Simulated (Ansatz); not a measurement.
Consider the redistribution: `NB[SiH2][SeH]` + `N[SiH2][GeH3]` → `N[BH][GeH3]` + `N[SiH2][SiH2][SeH]`.

Gas-phase electronic energies from Ansatz, PBE0-D4/def2-TZVP geometries. CBS: MP2 limit from def2 TZ/QZ plus the TZ coupled-cluster correction, frozen cores. DFT in def2-TZVPP. B3LYP here is the variant with VWN-RPA as its local correlation; programs differ in this. For Ge, Se outer-core shells are correlated without core-valence functions, which leaves a few kJ/mol of doubt a bond. Scalar relativity is left out up to krypton. One conformer a species, not always the lowest.

| level | ΔE (kJ/mol) |
| --- | --- |
| B3LYP-D4 | 2.1 |
| HF/def2-TZVPP | 6.5 |
| MP2/def2-TZVPP | 1.0 |
| MP2/def2-QZVPP | 0.5 |

Question: What does CCSD(T)/CBS give? (Estimate.)

Answer: Ansatz gave: +0.2 kJ/mol. The listed levels differ from it by 1.9, 6.3, 0.8, 0.3 kJ/mol.

Largest T1 diagnostic among the species: 0.013.

The D4 term adds −3.6 kJ/mol with B3LYP and −1.9 kJ/mol with PBE0; it sums over pairs of atoms, weighted by their polarisabilities, and B3LYP, whose exchange is more repulsive, gets the larger term. In def2-TZVPP, CCSD(T) changes the Hartree–Fock value by −4.9 kJ/mol (the triples alone add −0.8 kJ/mol) and MP2 by −5.5 kJ/mol.
